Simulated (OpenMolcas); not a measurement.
Fe3+: Racah parameters, worked from levels

```yaml
Program: OpenMolcas 26.06
Basis: ANO-R2 [6s5p4d2f1g]
Scalar_Hamiltonian: X2C, finite nucleus
Active_space: 11 electrons in 8 orbitals (RAS1 3p, at most 2 holes; RAS2 3d)
State_averaging: 2S+1 = 6 even, 1 root; 2S+1 = 4 even, 24 roots; 2S+1 = 2 even, 53 roots
Spin-orbit_coupling: state interaction with AMFI integrals over the reference wave functions, term energies averaged over their components
```

Methods: RASSCF; MS-RASPT2, IPEA 0.25 Eh, imaginary shift 0.1 Eh (closed shells correlated: 3s).

**Racah parameters.** Above ⁶S, d5 has ⁴D at 17B + 5C, ⁴G at 10B + 5C and ⁴P at 7B + 7C. The first two fix B and C, and the third tests them; where it misses by thousands of cm-1, two parameters do not describe the configuration (Trees and configuration-interaction terms are left out) and B and C hang on the terms chosen. Term energies are centres of gravity, weighted by 2J + 1.

```csv
Source,⁴D,⁴G,B,C,C/B,"⁴P from B, C",⁴P found
RASSCF,45302,38288,1002,5654,5.64,46592,39174
MS-RASPT2,40207,33238,996,4656,4.67,39564,36670
```

Energies in cm-1. From RASSCF to MS-RASPT2, B changes by -0.6 % and C by -17.7 %.

CASPT2 breaks the degeneracy within a term, and the mean is taken; among the terms shown or strongly mixed into the levels shown the widest spread is 250 cm-1 (3d⁵ ⁴G, MS-RASPT2). Active for correlation alone: 3p; no level in the range computed is led by a configuration that opens it, so any true level of that kind is missing. Without dynamic correlation excited terms often stand tens of per cent too high (terms of higher spin than the ground term too low), and those without a measured partner can miss by more than the paired ones (holds for RASSCF). Only configurations of the active space appear.
